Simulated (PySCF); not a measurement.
C₄H₉FGe.
SMILES with atom numbers: `[F:1][C@H:2]1[CH2:3][CH2:4][GeH2:5][CH2:6]1` (hydrogens: H7 on C2; H8, H9 on C3; H10, H11 on C4; H12, H13 on Ge5; H14, H15 on C6)

Method: PySCF 2.14.0, PBE0-D3(BJ)/def2-SVP geometry optimisation, gas phase.

Task: Give the optimised bond lengths and angles.

Result: 
| bond | length (Å) |
| --- | --- |
| F1–C2 | 1.390 |
| C2–C3 | 1.524 |
| C3–C4 | 1.534 |
| C4–Ge5 | 1.975 |
| Ge5–C6 | 1.975 |
| C2–C6 | 1.521 |
| C2–H7 | 1.105 |
| C3–H8 | 1.103 |
| C3–H9 | 1.102 |
| C4–H10 | 1.099 |
| C4–H11 | 1.100 |
| Ge5–H12 | 1.542 |
| Ge5–H13 | 1.538 |
| C6–H14 | 1.099 |
| C6–H15 | 1.101 |

A selection of angles:
| angle | degrees |
| --- | --- |
| F1–C2–C3 | 107.7 |
| F1–C2–C6 | 107.8 |
| F1–C2–H7 | 106.9 |
| C3–C2–C6 | 110.3 |
| C3–C2–H7 | 111.5 |
| C6–C2–H7 | 112.4 |
| C2–C3–C4 | 109.6 |
| C2–C3–H8 | 107.9 |
| C2–C3–H9 | 109.5 |
| C4–C3–H8 | 110.7 |
| C4–C3–H9 | 112.2 |
| H8–C3–H9 | 106.9 |
| C3–C4–Ge5 | 103.6 |
| C3–C4–H10 | 112.5 |
| C3–C4–H11 | 110.8 |
| Ge5–C4–H10 | 113.1 |
| Ge5–C4–H11 | 109.1 |
| H10–C4–H11 | 107.8 |
| C4–Ge5–C6 | 92.9 |
| C4–Ge5–H12 | 113.6 |
| C4–Ge5–H13 | 114.0 |
| C6–Ge5–H12 | 112.3 |
| C6–Ge5–H13 | 114.3 |
| H12–Ge5–H13 | 109.2 |
| Ge5–C6–H14 | 115.1 |
| Ge5–C6–H15 | 109.8 |
| C2–C6–Ge5 | 102.5 |
| C2–C6–H14 | 110.7 |
| C2–C6–H15 | 110.5 |
| H14–C6–H15 | 108.2 |

Torsions: F1–C2–C3–C4 65° (synclinal); C2–C3–C4–Ge5 35° (synclinal); C3–C4–Ge5–C6 -10° (synperiplanar); C4–Ge5–C6–C2 -16° (synperiplanar); F1–C2–C6–Ge5 -77° (synclinal).

Of the pairs four or more bonds apart, F1···H11 is among the closest relative to their van der Waals radii: 2.79 Å, 105 % of the sum of Bondi's values. The 5-membered ring C2–C3–C4–Ge5–C6 has internal angles of 92.9° to 110.3° (sum 519°, against 540° for a flat polygon); it is puckered, 0.19 Å rms from its mean plane, widest ring torsion 52°. Ge5 (germanium bonded to 2 C and 2 H) has angles from 92.9° to 114.3°.

Point group: C1 (no symmetry element, even within 0.4 Å). Whether it is a minimum is left open (no frequencies). One conformer, not necessarily the lowest.
